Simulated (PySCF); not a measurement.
Compound: C₇H₈NS (doublet state).
SMILES with atom numbers: `[S:1]=[CH:2][CH2:3][C:4]1=[CH:5][CH2:6][N:7][CH:8]=[CH:9]1` (hydrogens: H10 on C2; H11, H12 on C3; H13 on C5; H14, H15 on C6; H16 on C8; H17 on C9)

Cartesian coordinates in Å at the GFN2-xTB level; atoms count from 1:
```xyz
17
C7H8NS angstrom
S      3.1879   -1.8264    0.0079
C      2.4114   -0.5024   -0.4932
C      1.7354    0.4646    0.4104
C      0.2458    0.3106    0.1853
C     -0.4663   -0.6216    0.8747
C     -1.9266   -0.7946    0.6385
N     -2.5209    0.0235   -0.3669
C     -1.7877    0.8756   -0.9986
C     -0.4137    1.0906   -0.7830
H      2.3158   -0.3080   -1.5583
H      1.9877    0.2461    1.4484
H      2.0373    1.4848    0.1621
H      0.0012   -1.2629    1.6063
H     -2.4886   -0.6275    1.5742
H     -2.1413   -1.8458    0.3794
H     -2.3006    1.4651   -1.7496
H      0.1162    1.8403   -1.3473
```

The hyperfine couplings belong to this conformer and change with its torsions.

Method used: UKS B3LYP, pcH-1 on C H N S, non-relativistic, mean-field spin-orbit, GIAO (PySCF 2.14.0). Isolated species at its GFN2-xTB geometry (one conformer only). The geometry wasn't refined by DFT: couplings that depend on bond lengths, twists or pyramidal angles can differ widely from those at the functional's own minimum. No stability test was run, so a lower SCF solution isn't excluded. ⟨S²⟩ is 0.783 where a pure state has 0.75.

What is the g tensor, term by term?

```tsv
Δg (ppm)	1	2	3
relativistic mass correction	-163	-163	-163
gauge correction	-9	31	23
orbital Zeeman/spin–orbit	-411	892	2014
total	-583	759	1874
```

So g = 2.00174, 2.00308, 2.00419 and g_iso = 2.00300; the tensor is rhombic: the two nearest values differ by 45 % of g3 − g1. Axes: g2 points within 14° of the C5–C6 bond.

How much does each term add to the isotropic shift?

The orbital-Zeeman/spin–orbit term 832, the mass correction -163 and the gauge correction 15 ppm, for a total of 683 ppm. The orbital-Zeeman/spin–orbit term is the largest in size. The mass correction is the same along every axis, so the anisotropy comes from the other two: their spans along these axes are 40 (gauge) and 2425 ppm (orbital Zeeman/spin–orbit).

At 33.957 GHz, how far is the centre of the isotropic spectrum from where a free electron (g = 2.002319) resonates?

B = hν/(g μB) with μB/h = 13.99624 MHz/mT gives 1211.67 mT for the free electron and 1211.26 mT at g_iso, 0.41 mT lower.

What are the electron Larmor frequencies g μB B/h along the three axes at 350 mT?

9.8059, 9.8125, 9.8179 GHz for g1, g2 and g3, a range of 12.0 MHz.

In a frozen sample, at which fields do the three g values resonate at 9.5, 34, 94 and 263 GHz (hyperfine left aside), and which band first spreads them over more than twice a line width of 1.0 mT?

```tsv
band	GHz	B(g3) mT	B(g2) mT	B(g1) mT	spread mT
X	9.5	338.67	338.86	339.08	0.42
Q	34.0	1212.07	1212.74	1213.56	1.49
W	94.0	3351.02	3352.88	3355.13	4.11
J	263.0	9375.72	9380.94	9387.23	11.51
```

The spread grows in proportion to the frequency. W band is the first where it exceeds 2.0 mT.

The largest Mulliken spin populations are on C9 (+0.58), C5 (+0.45), N7 (+0.33) and C4 (-0.20). Three atoms exceed +0.15. The positive populations add up to 1.50 and the negative ones to -0.50, together 2S = 1. The angles at C9 add up to 360.0°, so it is planar.

The HOMO–LUMO gaps are 2.99 eV among the α and 3.37 eV among the β orbitals.

On one thread, Arm Neoverse V2 (aarch64), on a shared host, this took 2.1 min wall (with the writing of density and orbital grids) and 1.1 GiB of memory at its peak.

The SMILES draws the unpaired electron on N7; the largest computed Mulliken spin population is on C9 (0.58 against 0.33).
